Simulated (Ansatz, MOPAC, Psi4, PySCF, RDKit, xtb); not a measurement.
Dimer: NH3 (SMILES N) (first 4 atoms) with C3H6 (SMILES C=CC); geometry from B3LYP-D3(BJ)/def2-TZVP, rigid monomers moved along the line of their centres of mass till H4···C6 is 2.37 Å.
(charge 0, multiplicity 1):
```
atom    x (Å)    y (Å)    z (Å)
----  -------  -------  -------
N     -0.2111  -0.2086   0.5372
H     -0.7118  -0.8550  -0.0620
H      0.7385  -0.1483   0.1871
H     -0.1655  -0.6235   1.4625
C      0.1162  -1.0481   3.9774
C     -0.5286   0.0792   3.6995
C      0.1162   1.3939   3.4000
H      1.1995  -1.0852   4.0193
H     -0.4126  -1.9706   4.1806
H     -1.6151   0.0656   3.6694
H     -0.2323   2.1660   4.0915
H      1.2030   1.3316   3.4744
H     -0.1442   1.7230   2.3906
```

```csv
level,interaction energy (meV),cost
MMFF94,68.0,-
UFF,157.9,-
GFN-FF,-42.9,-
AM1,-11.0,-
PM3,10.9,-
PM6,-43.7,-
PM7,-77.0,-
GFN1-xTB,-61.7,-
GFN2-xTB,-60.9,-
HF/STO-3G (no counterpoise),29.7,-
HF/3-21G (no counterpoise),-66.4,-
HF/6-31G*,64.4,-
HF/6-31G* (no counterpoise),14.6,-
HF/aug-cc-pVDZ,81.0,-
PBE/def2-TZVPPD,-27.9,×1
PBE-D3(BJ)/def2-TZVPPD,-87.2,×1
PBE-D4/def2-TZVPPD,-84.3,×1
BP86/6-31G* (no counterpoise),-54.0,-
r2SCAN/def2-TZVPPD,-56.1,×2
r2SCAN-D3(BJ)/def2-TZVPPD,-79.2,×2
r2SCAN-D4/def2-TZVPPD,-75.7,×2
B3LYP/3-21G (no counterpoise),-155.8,-
B3LYP/6-31G*,3.0,-
B3LYP/6-31G* (no counterpoise),-65.3,-
B3LYP/6-311+G** (no counterpoise),0.7,-
B3LYP/def2-TZVPPD,19.9,×1
B3LYP-D3(BJ)/def2-TZVPPD,-71.3,×1
B3LYP-D4/def2-TZVPPD,-64.7,×1
PBE0/def2-TZVPPD,-27.8,×1
PBE0-D3(BJ)/def2-TZVPPD,-82.3,×1
PBE0-D4/def2-TZVPPD,-78.9,×1
M06-2X/6-31G* (no counterpoise),-145.0,-
wB97M-V/def2-TZVPPD,-68.2,×3
MP2/6-31G*,-0.5,-
MP2/6-31G* (no counterpoise),-96.2,-
MP2/aug-cc-pVDZ,-48.7,-
SCS-MP2/aug-cc-pVDZ,-12.8,-
CCSD/aug-cc-pVDZ,-17.1,-
CCSD(T)/aug-cc-pVDZ,-35.5,×20
SAPT0/jun-cc-pV(D+d)Z,-36.3,-
```

The rows run from -155.8 (B3LYP/3-21G (no counterpoise)) to 157.9 meV (UFF). In aug-cc-pVDZ the value moves HF 81.0, MP2 -48.7, CCSD -17.1, CCSD(T) -35.5, a shift of -116.4 from HF to CCSD(T). The dispersion term adds -59.3 in PBE-D3(BJ), -56.4 in PBE-D4, -23.0 in r2SCAN-D3(BJ). The 5 functionals in def2-TZVPPD without D3 or D4 span 88.1, from wB97M-V to B3LYP.

Counterpoise-corrected where a basis set is named; no monomer relaxation. Rows marked so take none. RDKit's UFF carries no charges.

Correlated levels freeze the cores. Rows in 3-21G, 6-311+G**, 6-31G*, STO-3G carry no dispersion term and start afresh at each structure (6-31G* with six Cartesian d functions). MP2/6-31G* freezes PySCF's default core. The state that AM1, PM3, PM6, PM7 reach isn't checked; PM7 holds dispersion and hydrogen-bond terms.

The values were computed with Ansatz (Gaussian orbitals); MOPAC for AM1, PM3, PM6, PM7 (differences of heats of formation); Psi4 for SAPT; PySCF for 3-21G rows, 6-311+G** rows, 6-31G* rows, STO-3G rows, the dispersion terms; RDKit for the force fields; xtb for the GFN methods. Values without a source in brackets are computed.

Costs are rough ratios of core time to PBE/def2-TZVPPD (about 11 s over the structures, on one shared machine); a dash marks a level with no comparable run of its own.

Ansatz is an electronic-structure program.
